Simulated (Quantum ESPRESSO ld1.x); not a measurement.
Input file for ld1.x (Quantum ESPRESSO 7.5):

```
 &input
    zed=61.0,
    iswitch=1,
    rel=2,
    dft='PBE',
    config='[Ar] 3d6 4s0 4p0',
    rel_dist='average',
    verbosity='high',
    lsmall=.true.,
    prefix='ld1',
    max_out_wfc=37,
    file_charge='ld1.rho',
 /
```

Output:

```
     Program LD1 v.7.5 starts

     --------------------------- All-electron run ----------------------------

     dirac relativistic calculation

     atomic number is 61.00
     dft =PBE   lsd =0 sic =0 latt =0  beta=0.20 tr2=1.0E-14
     Exchange-correlation= PBE
                           (   1   4   3   4   0   0   0)
     mesh =2091 r(mesh) = 100.39638 a.u. xmin = -8.00 dx = 0.00800
     1 Ry =  13.60569312 eV, c = 137.03599908

     n l j   nl                  e(Ry)          e(Ha)          e(eV)
     Spin orbit split results
     1 0 0.5 1S 1( 2.00)   -3438.312165708   -1719.156082854 -46780.6201877
     2 0 0.5 2S 1( 2.00)    -666.185027317    -333.092513659  -9063.9090448
     2 1 0.5 2P 1( 2.00)    -638.633839936    -319.316919968  -8689.0560441
     2 1 1.5 2P 1( 4.00)    -597.072442430    -298.536221215  -8123.5844239
     3 0 0.5 3S 1( 2.00)    -232.174081197    -116.087040598  -3158.8892999
     3 1 0.5 3P 1( 2.00)    -220.940994302    -110.470497151  -3006.0553668
     3 1 1.5 3P 1( 4.00)    -211.611369563    -105.805684781  -2879.1193556
     3 2 1.5 3D 1( 2.40)    -193.340939822     -96.670469911  -2630.5374953
     3 2 2.5 3D 1( 3.60)    -191.218652527     -95.609326264  -2601.6623057
     4 0 0.5 4S 1( 0.00)    -115.347749757     -57.673874878  -1569.3860856
     4 1 0.5 4P 1( 0.00)    -110.622822579     -55.311411289  -1505.1001764
     4 1 1.5 4P 1( 0.00)    -107.406280876     -53.703140438  -1461.3368971
     Averaged results
     1 0     1S 1( 2.00)   -3438.312165708   -1719.156082854 -46780.6201877
     2 0     2S 1( 2.00)    -666.185027317    -333.092513659  -9063.9090448
     2 1     2P 1( 6.00)    -610.926241599    -305.463120799  -8312.0749640
     3 0     3S 1( 2.00)    -232.174081197    -116.087040598  -3158.8892999
     3 1     3P 1( 6.00)    -214.721244476    -107.360622238  -2921.4313593
     3 2     3D 1( 6.00)    -192.067567445     -96.033783723  -2613.2123815
     4 0     4S 1( 0.00)    -115.347749757     -57.673874878  -1569.3860856
     4 1     4P 1( 0.00)    -108.478461444     -54.239230722  -1475.9246569

     final scf error:  9.7E-15 reached in  28 iterations

     Etot =  -18127.101586 Ry,   -9063.550793 Ha, -246631.781394 eV

     Ekin =   19733.259757 Ry,    9866.629878 Ha,  268484.676565 eV
     Encl =  -40974.426952 Ry,  -20487.213476 Ha, -557485.479001 eV
     Eh   =    3448.163967 Ry,    1724.081983 Ha,   46914.660771 eV
     Exc  =    -334.098358 Ry,    -167.049179 Ha,   -4545.639729 eV

     normalization and overlap integrals

     s(1S/1S) =  1.000000  <r> =   0.0232  <r2> =    0.0007  r(max) =   0.0148
     LC norm =  0.94867474 + SC norm =  0.05132526 =  1.00000000
     s(1S/2S) = -0.000000
     s(1S/3S) = -0.000000
     s(1S/4S) =  0.000000
     s(2S/2S) =  1.000000  <r> =   0.0980  <r2> =    0.0114  r(max) =   0.0838
     LC norm =  0.98865436 + SC norm =  0.01134564 =  1.00000000
     s(2S/3S) =  0.000000
     s(2S/4S) =  0.000000
     s(2P/2P) =  1.000000  <r> =   0.0820  <r2> =    0.0083  r(max) =   0.0639
     LC norm =  0.98863738 + SC norm =  0.01136262 =  1.00000000
     s(2P/3P) =  0.000000
     s(2P/4P) =  0.000000
     s(2P/2P) =  1.000000  <r> =   0.0884  <r2> =    0.0095  r(max) =   0.0692
     LC norm =  0.98937478 + SC norm =  0.01062522 =  1.00000000
     s(2P/3P) =  0.000000
     s(2P/4P) =  0.000000
     s(3S/3S) =  1.000000  <r> =   0.2491  <r2> =    0.0708  r(max) =   0.2334
     LC norm =  0.99611905 + SC norm =  0.00388095 =  1.00000000
     s(3S/4S) =  0.000000
     s(3P/3P) =  1.000000  <r> =   0.2374  <r2> =    0.0653  r(max) =   0.2190
     LC norm =  0.99617715 + SC norm =  0.00382285 =  1.00000000
     s(3P/4P) =  0.000000
     s(3P/3P) =  1.000000  <r> =   0.2482  <r2> =    0.0712  r(max) =   0.2297
     LC norm =  0.99636849 + SC norm =  0.00363151 =  1.00000000
     s(3P/4P) =  0.000000
     s(3D/3D) =  1.000000  <r> =   0.2175  <r2> =    0.0551  r(max) =   0.1807
     LC norm =  0.99650219 + SC norm =  0.00349781 =  1.00000000
     s(3D/3D) =  1.000000  <r> =   0.2209  <r2> =    0.0567  r(max) =   0.1836
     LC norm =  0.99655733 + SC norm =  0.00344267 =  1.00000000
     s(4S/4S) =  1.000000  <r> =   0.4885  <r2> =    0.2682  r(max) =   0.4873
     LC norm =  0.99822080 + SC norm =  0.00177920 =  1.00000000
     s(4P/4P) =  1.000000  <r> =   0.4840  <r2> =    0.2652  r(max) =   0.4796
     LC norm =  0.99826051 + SC norm =  0.00173949 =  1.00000000
     s(4P/4P) =  1.000000  <r> =   0.4989  <r2> =    0.2816  r(max) =   0.4991
     LC norm =  0.99831803 + SC norm =  0.00168197 =  1.00000000

     LC charge = 23.75871011 + SC charge =  0.24128989 = 24.00000000

     ------------------------ End of All-electron run ------------------------
```

Run on one thread of a shared host, so times are rough (Intel(R) Xeon(R) Processor @ 2.60GHz): 0.63 s of CPU time, 0.68 s wall, 28 iterations on 2091 mesh points.
